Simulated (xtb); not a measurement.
Te(OH)(SeH) (H2OSeTe), SMILES O[Te][SeH]. All values are semi-empirical tight-binding results from xtb (GFN2-xTB unless named), good for trends rather than for accurate numbers. Geometry: GFN2-xTB. Other conformers were not sampled.

| Item | Value |
|---|---|
| orbital gap | 3.85 eV |
| zero-point energy | 12.3 kcal/mol |
| G − E(el) at 298.15 K (modified RRHO) | -7.2 kcal/mol |
| static polarisability (D4 model) | 73.9 bohr³ |
| solvation energy, GFN2-xTB/ALPB(water) | -6.4 kcal/mol |
| solvation energy, GFN2-xTB/ALPB(chcl3) | -5.8 kcal/mol |
